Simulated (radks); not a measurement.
V3+, configuration [Ar] 3d1 7f1 (not the ground configuration).

Calculated with a radial shooting solver on a logarithmic mesh with Libxc functionals: non-relativistic Kohn-Sham, r2SCAN, spin-polarised, spherical densities, point nucleus; open shells are filled with parallel spins first; meta-GGA in the generalised Kohn-Sham scheme.

Energy parts (hartree):
| part | energy |
|---|---|
| total | -940.40144 |
| kinetic | 939.68030 |
| electron-nucleus | -2192.01459 |
| Hartree | 355.50176 |
| exchange-correlation | -43.56890 |

Orbitals (lengths in bohr, moments of r in powers of bohr):
| orbital | occ. | eigenvalue (hartree) | <r> | <r^4> | <r^2> |
|---|---|---|---|---|---|
| 1s down | 1 | -198.4478 | 0.06707 | 0.00009341 | 0.006037 |
| 1s up | 1 | -198.4473 | 0.06707 | 0.00009342 | 0.006037 |
| 2s up | 1 | -24.17991 | 0.3102 | 0.02269 | 0.1137 |
| 2s down | 1 | -24.15574 | 0.3099 | 0.02260 | 0.1135 |
| 2p up | 3 | -20.65932 | 0.2749 | 0.01774 | 0.09303 |
| 2p down | 3 | -20.64097 | 0.2746 | 0.01765 | 0.09282 |
| 3s up | 1 | -4.51754 | 0.9286 | 1.528 | 0.9878 |
| 3s down | 1 | -4.45608 | 0.9304 | 1.545 | 0.9922 |
| 3p up | 3 | -3.52267 | 0.9705 | 1.983 | 1.096 |
| 3p down | 3 | -3.46112 | 0.9723 | 2.000 | 1.100 |
| 3d up | 1 | -1.95945 | 1.074 | 3.899 | 1.402 |
| 3d down | 0 | -1.89248 | 1.071 | 3.862 | 1.395 |
| 7f up | 1 | -0.15251 | 16.27 | 118500 | 299.5 |

The highest occupied level is 7f up at -4.150 eV. The configuration is held as typed, so some empty levels lie below it. Summed over all electrons, <r^2> = 310.3 bohr^2, which gives a Langevin (diamagnetic) susceptibility term of -246 x 10^-6 cm^3/mol. Virial ratio -V/T = 2.00077. The density falls to 0.001 e/bohr^3 at r = 2.62 bohr. The spin density at the nucleus is -0.1983 e/bohr^3 (1s 0.0087, 2s -0.5235, 3s 0.3166), a Fermi contact field of -10.4 T. The electron density at the nucleus is 8180 e/bohr^3.

Run on one thread of a shared host, so times are rough (Intel(R) Xeon(R) Platinum 8259CL CPU @ 2.50GHz): 0.23 s of CPU time, 0.23 s wall, 16 iterations on 2585 mesh points.
